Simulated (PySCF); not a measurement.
C₇H₄N₂Se.
Numbering: `[CH:1]#[C:2][C@H:3]([C:4]#[N:5])[c:6]1[cH:7][n:8][cH:9][se:10]1` (hydrogens: H11 on C1; H12 on C3; H13 on C7; H14 on C9)

Cartesian coordinates in Å at the PBE0-D3(BJ)/def2-SVP level; atoms count from 1:
```xyz
14
C7H4N2Se angstrom
C     -2.4690    0.1569    1.8200
C     -1.8229    0.2363    0.8020
C     -1.0275    0.3615   -0.4242
C     -1.4156   -0.6626   -1.4042
N     -1.7163   -1.4593   -2.1856
C      0.4632    0.3238   -0.1702
C      1.4101   -0.3982   -0.8418
N      2.7131   -0.2423   -0.4625
C      2.8600    0.5939    0.5070
Se     1.2730    1.3610    1.1460
H     -3.0458    0.0786    2.7236
H     -1.2807    1.3350   -0.8881
H      1.1696   -1.0885   -1.6540
H      3.8245    0.8501    0.9538
```

All values: PBE0/def2-SVPD (PySCF, non-relativistic), on one gas-phase PBE0-D3(BJ)/def2-SVP geometry that isn't relaxed in the solvent. The solvent is an IEF-PCM continuum (van der Waals radii × 1.2), and excitations are vertical TDDFT with non-equilibrium linear response and a frozen core. Only the electrostatic response of the medium enters. Spin–orbit coupling is left out although an atom past zinc is present.

```csv
run,E − E(gas) (kcal/mol),HOMO (eV),HOMO–LUMO gap (eV),dipole (D),lowest singlet (eV),static polarisability (au)
gas,0.00,-7.63,6.08,4.59,4.90,110.0
P,-8.27,-7.46,6.08,5.98,5.06,145.8
Q,-9.89,-7.44,6.09,6.29,5.09,154.4
```

The runs were made in dichloromethane and water. Which run belongs to which solvent?

P = dichloromethane, Q = water. The dielectric constants are 8.93 (dichloromethane), 78.36 (water), and the energy falls further as ε rises. The optical constants n² used for the excitations are 2.03, 1.78 in the same order. In this model the ground state sees the solvent through ε alone.

How constant is the ratio of the lowering to (ε − 1)/(2ε + 1)?

```json
{"solvent": "dichloromethane", "(ε − 1)/(2ε + 1)": "0.420", "E − E(gas) (kcal/mol)": "-8.27", "ratio (kcal/mol)": "-19.7", "polarisation term (kcal/mol)": "-9.74"}
{"solvent": "water", "(ε − 1)/(2ε + 1)": "0.490", "E − E(gas) (kcal/mol)": "-9.89", "ratio (kcal/mol)": "-20.2", "polarisation term (kcal/mol)": "-12.06"}
```

The ratio changes by +2.6 % in size from dichloromethane to water. The polarisation term is half the interaction of the solute with the induced surface charges.

Cost: about 2.2 min of CPU time on one thread; the machine was shared, so the figure is rough. This is the whole response run at PBE0/def2-SVPD in water, SCF included.
